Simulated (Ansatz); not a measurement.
Gas-phase electronic energies from Ansatz, PBE0-D4/def2-TZVP geometries. CCSD(T)/CBS adds triple-zeta CCSD(T) − MP2 to the extrapolated MP2 energy (def2 sets, frozen cores). This one scheme is used for every species. Functionals use def2-TZVPP. For Ga outer-core shells are correlated without core-valence functions, which leaves a few kJ/mol of doubt a bond. Scalar relativity is left out up to krypton. One conformer a species, not always the lowest.

`[CH3][GaH][NH2]` + `C=N` → `N=[CH][GaH][NH2]` + CH₄  (formal exchange of groups at a Ga–C bond)

```json
{"species": "`[CH3][GaH][NH2]`", "B97M-V energy (Eh)": "-2021.00410"}
{"species": "`C=N`", "B97M-V energy (Eh)": "-94.65675"}
{"species": "`N=[CH][GaH][NH2]`", "B97M-V energy (Eh)": "-2075.13084"}
{"species": "CH₄", "B97M-V energy (Eh)": "-40.53068"}
```

Problem. Work out ΔE.

Solution. ΔE = (-2075.13084) + (-40.53068) − (-2021.00410) − (-94.65675) = -0.00067 Eh = -0.02 eV. CCSD(T)/CBS gives +0.02 eV.

Largest T1 diagnostic among the species: 0.014.

From BLYP to BHLYP (50 % exact exchange), in def2-TZVPP and without D4, ΔE moves by +0.05 eV. At CCSD(T), def2-SVP lies −0.06 eV from the extrapolated value and def2-TZVPP −0.01 eV.
